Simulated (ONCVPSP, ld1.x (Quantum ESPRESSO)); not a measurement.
Potentials for In (Z = 49) compared

Generated with ld1.x 7.5 (TM, RRKJ, ultrasoft, PAW), atompaw 4.2 or ONCVPSP 4.0.1. The cutoff is in Ry: for ld1.x and atompaw files where the sum of valence levels is converged to 10 mRy in a Bessel basis, for ONCV files where the hardest occupied wave has 1 mHa per electron of residual kinetic energy. The error is the largest all-electron minus pseudo excitation energy over each file’s own four to seven test configurations (ionisations up to +4, promotions, holes and added fractions of an electron), all of which were solved. The labels leave out finer settings (local radius, basis sizes, second energies), which also bear on the numbers. Spin-polarised tests are not counted. The rows are a selection from randomly drawn settings: files with unsolved tests, undetermined cutoffs or missed reference levels are left out.

A true bound ghost makes a file unfit for plane-wave use even where its test errors are small: the radial tests pick states by their node count and pass the ghost by.

```csv
potential,cutoff (Ry),largest error (meV),bound ghosts
"TM, LDA (PZ), fully relativistic, rc 2.20/1.85/1.65 (spd), local s, core correction no, reference 4d10 5s2 5p0",80,-210,"p1/2, p3/2"
"ultrasoft, PBEsol, fully relativistic, rc 2.35/2.15/1.90 (spd), local smoothed, core correction yes, reference 4d10 5s1.5 5p1.5",35,-26,none
"TM, PBEsol, scalar-relativistic, rc 1.85/2.95/1.35 (spd), local s, core correction no, reference 4d10 5s2 5p0.5",90,-260,none
"ONCV, PBE, scalar-relativistic, rc 1.40/1.00/1.00 (spd), local d, core correction yes, reference 4s2 4p6 4d10 5s2, qcut 7.3/6.6/8.7, projectors 2/2/0",346,-17,none
```

**Question.** Fill in the row for In: TM, LDA (PZ), scalar-relativistic, rc 2.20/2.20/1.65/1.80 (spdf), local smoothed, core correction yes, reference 4d10 5s1 5p2.

**Answer.** cutoff 70 Ry, largest error -112 meV, bound ghosts: s.

**Question.** Fill in the row for In: TM semilocal, PBEsol, scalar-relativistic, rc 1.55/2.85/1.50 (spd), local d, core correction no, reference 4d10 5s2 5p1.

**Answer.** cutoff 80 Ry, largest error +34 meV, bound ghosts: none.
